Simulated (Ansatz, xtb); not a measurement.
Two isomers of C6H8O

We compare I, `C=C[C@@H]1O[C@H]1C=C`, a singlet, with II, `C=C[C@@H]1O[C@@H]1C=C`, a singlet. Both are isolated molecules in the gas phase, relaxed with r2SCAN-D4/def2-SVP; each stands in its lowest conformer found.

I (Å):

```xyz
15

C    -1.0266   -1.6056   -3.2161
C    -0.0311   -1.1930   -2.4218
C     0.2305    0.2212   -2.1000
C     0.7455    0.6200   -0.7626
C     0.4326    1.9424   -0.1922
C     0.2442    2.1657    1.1143
O     1.5929    0.5972   -1.9094
H    -1.1974   -2.6669   -3.4150
H    -1.7063   -0.8907   -3.6926
H     0.6533   -1.9146   -1.9575
H    -0.3786    0.9604   -2.6439
H     0.9330   -0.1866   -0.0363
H     0.3553    2.7609   -0.9192
H     0.3304    1.3559    1.8471
H    -0.0050    3.1599    1.4946
```

II (Å):

```xyz
15

C    -1.9316   -0.5961   -2.2112
C    -1.0472   -0.9863   -1.2856
C    -1.2234   -0.7614    0.1678
C    -1.0768    0.5697    0.8265
C    -0.7613    1.8005    0.0834
C    -0.1180    2.8393    0.6318
O    -2.3569   -0.0305    0.5901
H    -2.8467   -0.0738   -1.9145
H    -1.7688   -0.7936   -3.2741
H    -0.1387   -1.5310   -1.5730
H    -0.9741   -1.6282    0.8035
H    -0.7663    0.5638    1.8830
H    -1.0761    1.8250   -0.9659
H     0.1935    2.8258    1.6823
H     0.1198    3.7351    0.0521
```

Quicker runs give these differences E(II) − E(I): GFN2-xTB +1.34 kcal/mol; HF/STO-3G +1.38 kcal/mol (at GFN2-xTB geometries); r2SCAN-D4/def2-SVP//GFN2-xTB +0.61 kcal/mol.

Estimate E(II) − E(I) at the level CCSD(T)/def2-SVP + ΔMP2/def2-TZVPP.

CCSD(T)/def2-SVP + ΔMP2/def2-TZVPP gives E(II) − E(I) = +0.73 kcal/mol, slightly favouring structure I, which is too small a margin to settle the true order.

Level by level:

```
                             level            geometry  E(II) − E(I) (kcal/mol)  departure from the last row (kcal/mol)  job, with rough time for the two
                          GFN2-xTB            GFN2-xTB                     +1.34                                   +0.62              optimisation, 0.62 s
                         HF/STO-3G            GFN2-xTB                     +1.38                                   +0.65              single point, 0.55 s
      r2SCAN-D4/def2-SVP//GFN2-xTB            GFN2-xTB                     +0.61                                   −0.12               single point, 7.8 s
                r2SCAN-D4/def2-SVP  r2SCAN-D4/def2-SVP                     +0.57                                   −0.15             optimisation, 1.8 min
                       HF/def2-SVP  r2SCAN-D4/def2-SVP                     +1.27                                   +0.54           part of the CCSD(T) run
                      MP2/def2-SVP  r2SCAN-D4/def2-SVP                     +0.03                                   −0.70           part of the CCSD(T) run
                  CCSD(T)/def2-SVP  r2SCAN-D4/def2-SVP                     +0.21                                   −0.52                      single point
CCSD(T)/def2-SVP + ΔMP2/def2-TZVPP  r2SCAN-D4/def2-SVP                     +0.73                                                     single point, 2.7 min
```

As drawn, both hold the same kinds of bond in the same numbers.

The largest departure from CCSD(T)/def2-SVP + ΔMP2/def2-TZVPP is that of MP2/def2-SVP, 0.70 kcal/mol. The last row adds to CCSD(T) the change of the MP2 difference between the two basis sets, here +0.52 kcal/mol.

With thermal terms from frequencies at re-optimised GFN2-xTB minima (ideal gas, soft modes damped towards free rotors, one conformer each, 298.15 K, 1 atm): the zero-point term adds +0.02 kcal/mol; ΔH is +0.71 and ΔG +0.41 kcal/mol.

The correlated steps freeze 7 core orbitals. Programs: Ansatz 0.2.0, xtb 6.7.1; the last row on 2 threads of Arm Neoverse V1 on a shared host.
